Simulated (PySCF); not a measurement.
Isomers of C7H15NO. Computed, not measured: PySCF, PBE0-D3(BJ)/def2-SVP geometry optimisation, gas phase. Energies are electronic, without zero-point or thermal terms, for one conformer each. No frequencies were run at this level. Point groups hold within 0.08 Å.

Question: Order them by energy at this level, lowest first, and give relative energies in kcal/mol.
A. `[CH3:1][CH2:2][C:3](=[O:4])[N:5]([CH2:6][CH3:7])[CH2:8][CH3:9]` with C1–C2–C3–O4 6°, C2–C3–N5–C6 0°, C3–N5–C6–C7 95°, C3–N5–C8–C9 88°
B. `[CH2:1]=[N:2][C:3]([CH3:4])([CH3:5])[O:6][CH:7]([CH3:8])[CH3:9]` with C1–N2–C3–C4 103°, N2–C3–O6–C7 -77°, C3–O6–C7–C8 143°
C. `[CH3:1][CH2:2][CH2:3][N:4]([CH3:5])[C:6](=[O:7])[CH2:8][CH3:9]` with C1–C2–C3–N4 56°, C2–C3–N4–C5 67°, C3–N4–C6–O7 -5°, N4–C6–C8–C9 -178°

Answer: A (0.0), C (1.3), B (33.6).

As drawn, the lowest has a C=O bond and a C(=O)–N unit, which the highest lacks; the highest has a C=N bond, which the lowest lacks. Neighbours under 2.5 kcal/mol apart (CCC(=O)N(CC)CC and CCCN(C)C(=O)CC) can change places with a better method, another conformer or zero-point energy.

```
          SMILES      E (Eh)  E rel (kcal/mol)  dipole (D)  point group      A, B, C (MHz)
  CCC(=O)N(CC)CC  -405.02308               0.0        3.57           C1  1934, 1218, 835.9
  CCCN(C)C(=O)CC  -405.02102               1.3        3.44           C1  2555, 1013, 885.7
C=NC(C)(C)OC(C)C  -404.96956              33.6        1.20           C1   2189, 1287, 1028
```

Question: As an exercise, what shares would exp(−E/RT) give at 500 K from these electronic energies alone (no entropy, no degeneracies)?

Answer: RT = 0.994 kcal/mol: CCC(=O)N(CC)CC 78.5 %, CCCN(C)C(=O)CC 21.5 %, C=NC(C)(C)OC(C)C under 0.1 %.
